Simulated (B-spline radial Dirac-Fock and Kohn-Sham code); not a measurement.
# X-ray form factors of gold in several charge states

Model: configuration-average Dirac-Fock orbitals. Program: a B-spline atomic structure program.

Configurations: Au⁵²⁺ [Ar] 3d9; Au⁵⁴⁺ [Ar] 3d7; Au⁵⁵⁺ [Ar] 3d6. The first column is f₀ of Au⁵²⁺, the others are differences from it.

```
s (Å⁻¹)   Au⁵²⁺  Δ Au⁵⁴⁺  Δ Au⁵⁵⁺
      0  27.000   -2.000   -3.000
    0.1  26.955   -1.995   -2.992
    0.2  26.822   -1.979   -2.968
    0.3  26.601   -1.952   -2.930
    0.4  26.297   -1.916   -2.876
    0.5  25.912   -1.871   -2.809
    0.7  24.923   -1.754   -2.636
    0.9  23.684   -1.611   -2.423
    1.1  22.254   -1.448   -2.181
    1.4  19.887   -1.185   -1.791
```

Values without a named source are computed, but for edge energies of neutral atoms, which are taken from tables.
